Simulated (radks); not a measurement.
Ar VI, 13 electrons, occupied as [Ne] 3s2 3p1. All-electron calculation, non-relativistic Kohn-Sham, TPSS, spin-unpolarised, spherical densities, point nucleus; meta-GGA in the generalised Kohn-Sham scheme. Program: a radial shooting solver on a logarithmic mesh with Libxc functionals. Some entries of the table are withheld. Estimate them.

| orbital | occ. | eigenvalue (Ry) | <r^2> (bohr^2) |
|---|---|---|---|
| 1s | 2 | -235.9391 | 0.009959 |
| 2s | 2 | -28.39453 | 0.2025 |
| 2p | 6 | -23.56262 | 0.1739 |
| 3s | 2 | -7.23365 | 1.705 |
| 3p | 1 | -6.01925 | 1.904 |
| 3d | 0 | -4.26201 | (1) |
| 4s | 0 | (2) | (3) |

Answer. 
(1) 3d <r^2> (bohr^2): 2.224
(2) 4s eigenvalue (Ry): -3.00963
(3) 4s <r^2> (bohr^2): 7.781
